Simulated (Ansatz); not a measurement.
## Ligand exchange: CClF3 + BH(CH3)(SiH3) → SiH3(CF3) + BH(CH3)Cl

Species: CClF3 `FC(F)(F)Cl`, singlet; BH(CH3)(SiH3), singlet; SiH3(CF3), singlet; BH(CH3)Cl, singlet. The partners trade Cl for SiH3: C–Cl and B–SiH3 bonds give way to C–SiH3 and B–Cl.

Shapes, held fixed at every level: PBE0-D4/def2-TZVP. Programs: Ansatz 0.2.0. The zero-point and thermal change to 298 K, harmonic and unscaled (PBE0-D4/def2-TZVP), is +3.1 kJ/mol.

```tsv
level	kind	ΔH(298 K) (kJ/mol)	less CCSD(T)/CBS estimate
HF/def2-SVP	Hartree–Fock	-172.5	-8.7
HF/def2-TZVPP	Hartree–Fock	-168.0	-4.2
SPW92/def2-TZVPP	LDA	-147.0	+16.8
PBE-D4/def2-TZVPP	GGA	-150.6	+13.2
r2SCAN-D4/def2-TZVPP	meta-GGA	-156.1	+7.7
MP2/def2-TZVPP	perturbation theory	-168.1	-4.3
CCSD(T)/CBS estimate	coupled cluster or CI	-163.8	0.0
```

The highest level, CCSD(T)/CBS estimate, gives ΔH(298 K) = -163.8 kJ/mol; the levels span -172.5 to -147.0. The column of differences is taken from that level and isn't an error. No measured value is set beside it here. The CBS estimate extrapolates MP2 from def2-TZVPP and def2-QZVPP and adds CCSD(T) − MP2 in the triple-zeta set, cores frozen.
